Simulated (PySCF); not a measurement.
# One molecule, several mistakes: AlCGeH5O

Calculated results; nothing here was measured. The program is PySCF 2.14.0, an open-source quantum chemistry code, run on an isolated molecule that a program drew, which may never have been made. The molecule is AlCGeH5O (charge 0, singlet), drawn as the SMILES string `[OH][AlH][CH2][GeH]`.

Each row is a Hartree-Fock (HF) and frozen-core CCSD(T) single point in the cc-pV(D+d)Z basis, meant for a local HF minimum. Run 1 is clean. Each other run has one planted mistake out of seven kinds, and not every kind appears here: one electron removed, one electron added, multiplicity raised by two, geometry at a saddle point, minimal basis STO-3G, one bond length entered in bohr, all coordinates scaled. The reference is restricted for singlets and unrestricted otherwise, and also for a bond in bohr. Adding or removing an electron swaps singlet and doublet. Electrons count all cores. HOMO and LUMO are orbital energies over both spins, the gradient is its largest component, and the lowest frequency (negative if imaginary) is given only where the gradient is small. Bond lengths are over the 8 bonds as drawn. T1 is the CCSD diagnostic: over 0.02 (restricted) or 0.045 (unrestricted) a single reference is doubtful. Germanium has the cc-pVDZ-PP basis, with a core potential (ECP10MDF) in place of its 10 inner electrons, and its 3s, 3p and 3d shells are frozen in CCSD(T).

Geometry of the clean run:
```xyz
9
AlCGeH5O, angstrom
O     0.8476    0.3686    1.7009
Al    0.6874   -0.8341    0.4882
C     0.4998   -2.4277    1.5709
Ge    0.2833   -1.5039    3.3650
H     0.9179    1.3085    1.7126
H     0.6825   -0.4633   -1.0426
H    -0.3728   -3.0284    1.2920
H     1.3839   -3.0734    1.5703
H    -1.2413   -1.1074    3.1197
```

| run | electrons | basis functions | <S^2> | HOMO (eV) | LUMO (eV) | gradient (hartree/bohr) | lowest frequency (cm^-1) | mean bond (Å) | longest bond (Å) | T1 | HF (hartree) | CCSD(T) (hartree) | mistake |
|---|---|---|---|---|---|---|---|---|---|---|---|---|---|
| 1 | 64 | 99 | 0.000 | -7.95 | 1.93 | 1.6e-05 | 57 | 1.4979 | 2.029 | 0.0145 | -650.97259 | -651.50844 | no fault |
| 2 | 64 | 99 | 0.000 | -8.16 | 1.51 | 7.3e-02 | - | 1.6252 | 2.202 | 0.0170 | -650.92574 | -651.47517 | all coordinates scaled |
| 3 | 64 | 99 | 0.818 | -8.27 | 0.83 | 2.7e-02 | - | 1.6027 | 2.029 | 0.0650 | -650.82659 | -651.35699 | one bond length entered in bohr |
| 4 | 65 | 99 | 0.763 | 0.54 | 5.93 | 4.8e-02 | - | 1.4979 | 2.029 | 0.0242 | -650.92432 | -651.47625 | ? |
| 5 | 63 | 99 | 0.781 | -15.50 | -6.04 | 4.0e-02 | - | 1.4979 | 2.029 | 0.0208 | -650.71672 | -651.22601 | ? |

**Which mistake was planted in run 4, and what did it cost?**

It counts 65 electrons, one more than the clean run, at the same geometry and basis. So the mistake is: one electron added. Subtracting run 1 and multiplying by 627.51 kcal/mol a hartree, the energy moved by 30.3 kcal/mol in HF and 20.2 kcal/mol in CCSD(T).

**Which mistake was planted in run 5, and what did it cost?**

It counts 63 electrons, one fewer than the clean run, at the same geometry and basis. So the mistake is: one electron removed. Subtracting run 1 and multiplying by 627.51 kcal/mol a hartree, the energy moved by 160.6 kcal/mol in HF and 177.2 kcal/mol in CCSD(T).

Cautions from the logs. Run 3: T1 is over the limit, so its CCSD(T) energy is less reliable; run 4: the HOMO is above zero, so the electron isn't bound and the energy depends on the basis.
